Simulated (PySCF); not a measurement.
Compound: C₃H₉F₂Si₂ (doublet state).
Structure used (GFN2-xTB), in Å, numbered top down from 1:
```
atom  x, y, z in Å
C1    -0.6704   -1.4648    0.6925
C2    -0.4430   -0.4839   -0.4571
C3     1.0551   -0.2609   -0.6826
Si4    1.9729    0.6445    0.7122
F5     1.6692    2.2335    0.4918
Si6   -1.3864    1.1518   -0.1800
F7    -2.9574    0.7799   -0.2797
H8    -0.2583   -1.0650    1.6194
H9    -1.7327   -1.6484    0.8358
H10   -0.1827   -2.4182    0.4894
H11   -0.8446   -0.9509   -1.3666
H12    1.5402   -1.2249   -0.8552
H13    1.1947    0.3289   -1.5942
H14    3.4287    0.6102    0.6537
H15   -1.1708    2.1043   -1.2583
H16   -1.2221    1.6728    1.1675
```

The hyperfine couplings belong to this conformer and change with its torsions.

As a line formula: `C[C@H](C[SiH]F)[SiH2]F` [radical].

Method used: PySCF 2.14.0, UKS B3LYP, pcH-1 on C F H Si, non-relativistic, mean-field spin-orbit, GIAO. The structure is a single GFN2-xTB conformer in the gas phase; no vibrational or solvent corrections. Couplings are sensitive to structure, and on GFN2-xTB geometries they can be far from those on DFT ones, by a factor of two or more for some ions and for spin on atoms past the first row. No stability test was run, so a lower SCF solution isn't excluded.

Principal values of hyperfine tensors in MHz (contact, dipolar and spin–orbit terms together), for some of the nuclei:

| atom | isotope | A1 | A2 | A3 |
| --- | --- | --- | --- | --- |
| F5 | 19F | -1.89 | -0.92 | 383.99 |
| H14 | 1H | 109.36 | 117.64 | 125.57 |
| C3 | 13C | 36.42 | 37.30 | 60.51 |
| H13 | 1H | 32.90 | 38.70 | 43.32 |
| H8 | 1H | -0.87 | 1.65 | 12.98 |
| H16 | 1H | 2.34 | 2.70 | 8.55 |
| C1 | 13C | 2.16 | 3.13 | 6.85 |
| H11 | 1H | 2.24 | 2.65 | 6.64 |

(1) Give the isotropic coupling of each nucleus in MHz and in mT (g = 2.0028), and the anisotropic part.

(2) What spin density at the nucleus of C3 lies behind its contact coupling (g_N = 1.40482)?

(3) Si4 (29Si, g_N = -1.11058) isn't in the table. Its spin density at the nucleus is 0.6653 bohr⁻³. What is its contact coupling?

(4) Name the largest traceless tensor T of the table and describe it.

(5) What first-order splitting does F5 cause when the field lies along A1, A2 or A3 of its tensor (g taken as isotropic, no quadrupole term)?

Results:

(1) a_iso is a third of the trace, T = A − a_iso, and a(mT) = a(MHz)/(g × 13.996). The tensors hold a spin–orbit part: the run splits a_iso into a_FC + a_SO, and T includes its anisotropic share.

| atom | a_iso (MHz) | a_FC | a_SO | a_iso (mT) | T1 | T2 | T3 |
| --- | --- | --- | --- | --- | --- | --- | --- |
| F5 | 127.06 | 125.32 | 1.75 | 4.533 | -128.95 | -127.98 | 256.93 |
| H14 | 117.52 | 117.52 | 0.01 | 4.193 | -8.17 | 0.12 | 8.05 |
| C3 | 44.74 | 44.73 | 0.01 | 1.596 | -8.33 | -7.44 | 15.77 |
| H13 | 38.31 | 38.31 | 0.00 | 1.367 | -5.40 | 0.39 | 5.01 |
| H8 | 4.59 | 4.59 | 0.00 | 0.164 | -5.45 | -2.94 | 8.39 |
| H16 | 4.53 | 4.53 | 0.00 | 0.162 | -2.19 | -1.83 | 4.02 |
| C1 | 4.05 | 4.05 | 0.00 | 0.144 | -1.89 | -0.91 | 2.80 |
| H11 | 3.84 | 3.84 | 0.00 | 0.137 | -1.60 | -1.19 | 2.80 |

(2) a_FC = (2μ0/3) gₑ μB g_N μN ρ(0)/(2S·h) = 800.24 MHz × g_N × ρ(0)/(2S), with ρ in bohr⁻³. With a_FC = 44.73 MHz and 2S = 1, ρ(0) = 0.03979 bohr⁻³.

(3) By the same relation, a_FC = -591.3 MHz. The spin–orbit term adds +1.00 MHz. Its full tensor has the principal values -753.04, -509.60, -508.22 MHz.

(4) F5: -129.0, -128.0, 256.9 MHz (the dipolar term alone has -130.6, -128.2, 258.8), axial, in the ratio −1:−1:+2.

(5) 2 lines (I = 1/2), spaced by |A_i|/(g × 13.996): 0.07, 0.03, 13.70 mT along the axes of A1, A2 and A3.

On one thread of an Arm Neoverse V2 (shared host), this took 81 s wall (with the writing of density and orbital grids) and 0.96 GiB of memory at its peak.
